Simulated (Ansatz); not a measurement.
C$_{2}$H$_{9}$BNP, singlet, at a GFN2-xTB geometry; SC-NEVPT2/STO-3G, CASSCF(2,3) in Ansatz (a first-principles code).

Input for Ansatz:
Ansatz 0.2 input:
```yaml
crystal:
  periodic: [false, false, false]
  atoms:
    - {symbol: B, position_ang: [-0.80353588, -0.24795142, -0.21990736]}
    - {symbol: H, position_ang: [-1.68635907, -0.96441161, -0.50802987]}
    - {symbol: N, position_ang: [0.44293979, -0.78413668, 0.02325405]}
    - {symbol: C, position_ang: [1.60120212, -0.02844636, 0.44526240]}
    - {symbol: C, position_ang: [0.75000285, -2.19074797, -0.12163657]}
    - {symbol: H, position_ang: [2.01841794, -0.45781299, 1.36079845]}
    - {symbol: H, position_ang: [2.37743715, -0.04741813, -0.32682145]}
    - {symbol: H, position_ang: [1.32082842, 1.00522782, 0.64153928]}
    - {symbol: H, position_ang: [1.54693705, -2.33256462, -0.85812809]}
    - {symbol: H, position_ang: [1.08847121, -2.60750679, 0.83188861]}
    - {symbol: H, position_ang: [-0.13250234, -2.73292666, -0.44903353]}
    - {symbol: P, position_ang: [-1.14942580, 1.62618054, 0.00746338]}
    - {symbol: H, position_ang: [-2.22288860, 1.70090980, -0.86114894]}
    - {symbol: H, position_ang: [-0.25908365, 2.08767494, -0.94801174]}
basis:
  gaussian:
    orbitals: STO-3G
magnetization: {spin_polarized: false}
correlation: {method: sc_nevpt2, electrons: all, active_space: {window: {electrons: 2, orbitals: 3}}}
```

Q: Write the output that Ansatz gives for this input, abridged.

A: 
```
Functional definition: HF
498 factors; integrals over basis functions are off by at most 7.0e-5 eV
mean field evaluation 1: about -13471.6959 eV, gradient 1.6e1 eV
mean field evaluation 2: about -13471.9625 eV, gradient 1.6e1 eV
mean field evaluation 4: about -13473.1092 eV, gradient 1.2e0 eV
mean field evaluation 8: about -13473.1143 eV, gradient 2.4e-6 eV
mean field -13473.11428592 eV, -495.1278176029 hartree, gradient 1.9e-6 eV, S^2 0.000000; 0 other end points of the search recorded, 0 dependent functions left out
reference -13473.11428592 eV, -495.1278176029 hartree; 24, 24 occupied and 14, 14 virtual orbitals, 498 factors
state -13473.57541189 eV, -495.1447636697 hartree
state -13473.57541189 eV, -495.1447636697 hartree; corrected -13479.59150812 eV, -495.3658511283 hartree
state -13473.43571940 eV, -495.1396300651 hartree
state -13473.43571940 eV, -495.1396300651 hartree; corrected -13479.62048817 eV, -495.3669161254 hartree
state -13473.43571940 eV, -495.1396300651 hartree; corrected -13479.62048817 eV, -495.3669161254 hartree
WARN: the results are in doubt because another end's mean lies 0.140 eV lower, and its corrected mean 0.029 eV higher
Total energy: -13479.62048817 eV, -495.3669161254 hartree
In doubt: another end's mean lies 0.140 eV lower, and its corrected mean 0.029 eV higher
```
